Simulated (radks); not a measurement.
Results of a calculation; reference values are marked as such.
Valence configurations of Li (all share [He]). Level of theory: scalar-relativistic Kohn-Sham, PBE, spin-polarised, spherical densities, finite nucleus; open shells are filled with parallel spins first; Fermi nuclear charge, rms radius 2.444 fm (a radial shooting solver on a logarithmic mesh with Libxc functionals). Energies are relative to 2s1; eigenvalues in eV for spin up.

valence      E (eV)  moment (Bohr magnetons)   e(2p)   e(2s)
2s1           0.000                        1       -  -3.228
2s0.5 2p0.5   0.938                        1  -1.575  -3.444
2p1           1.866                        1  -1.775       -

NIST lists [He] 2s1 as the ground configuration; this level of theory agrees among the configurations tried. The energies are those of spherical high-spin densities, not of single terms.
